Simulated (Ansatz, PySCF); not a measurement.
Lewis adduct: BH3 (SMILES B) (first 4 atoms) with H2O (SMILES O); geometry from B3LYP-D3(BJ)/def2-TZVP, rigid monomers moved along the line of their centres of mass till B1···O5 is 1.56 Å.
(charge 0, multiplicity 1):
```xyz
7

B      0.211     0.249     0.790
H      0.617    -0.767     0.287
H     -0.853     0.637     0.394
H      1.037     1.091     1.006
O     -0.152    -0.193     2.237
H     -0.806    -0.903     2.193
H      0.638    -0.556     2.660
```

Monomers are frozen at their geometry in the pair; levels with a basis set take the counterpoise correction. Rows marked so take none.

Rows in 6-31G*, STO-3G carry no dispersion term and start afresh at each structure (6-31G* with six Cartesian d functions).

The values were computed with Ansatz (an electronic-structure program) with Gaussian orbitals; PySCF for 6-31G* rows, STO-3G rows, the dispersion terms. Values without a source in brackets are computed.

Task: One of these levels gives -51.27 kcal/mol for the interaction energy. Which one is it?
A) HF/STO-3G (no counterpoise)
B) HF/6-31G* (no counterpoise)
C) B3LYP-D3(BJ)/def2-TZVPPD
D) PBE/def2-TZVPPD

Result: A, HF/STO-3G (no counterpoise). The others give -13.70 (HF/6-31G* (no counterpoise)), -21.39 (PBE/def2-TZVPPD), -18.74 (B3LYP-D3(BJ)/def2-TZVPPD)
